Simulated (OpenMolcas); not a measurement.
An OpenMolcas run meant for Pt³⁺ (ANO-RCC-VDZ, DKH2; inactive shells 1s 2s 2p 3s 3p 3d 4s 4p 4d 4f 5s 5p; intended active space 7 electrons in 5 orbitals (5d)). One step of its input:

```
&RASSCF
FileOrb=start.orb
Symmetry=1
Spin=4
nActEl=7 0 0
Inactive=15 19
Ras2=5 0
CIRoot=9 9 1
SDav=10
CIMx=300
Iter=55 100
PrWF=0.3
OrbListing=Nothing
MaxOrb=0
Atom
```

The run finished. Its levels beside those of a sound run (CASSCF), in cm⁻¹ above each run's lowest level:

```tsv
Level	This run	Usual run
5d⁷ ⁴F_9/2	0.0	0.0
5d⁷ ⁴F_7/2	10301	10297
5d⁷ ⁴F_5/2 [66 %]	13577	12499
5d⁷ ²G_9/2 [59 %]	20821	20824
5d⁷ ²H_11/2	27617	27621
5d⁷ ²G_7/2	28704	28707
5d⁷ ²H_9/2 [72 %]	38642	38645
5d⁷ ²F_5/2	42285	40267
5d⁷ ²F_7/2	46994	46996
```

Task: Which setting is unsound, and how much does it matter here?

Result: CIRoot is one short, so the average cuts through a term and the orbitals lose spherical symmetry. Against the sound run the excited levels shown move by 390 cm-1 on average and by 2000 cm-1 at most.

Without dynamic correlation excited terms often stand tens of per cent too high (terms of higher spin than the ground term too low), and those without a measured partner can miss by more than the paired ones. The basis is small and was not contracted for so high a charge. Only configurations of the active space appear.

A share in square brackets marks a mixed level and gives the weight of the term that names it, the lowest over the columns.
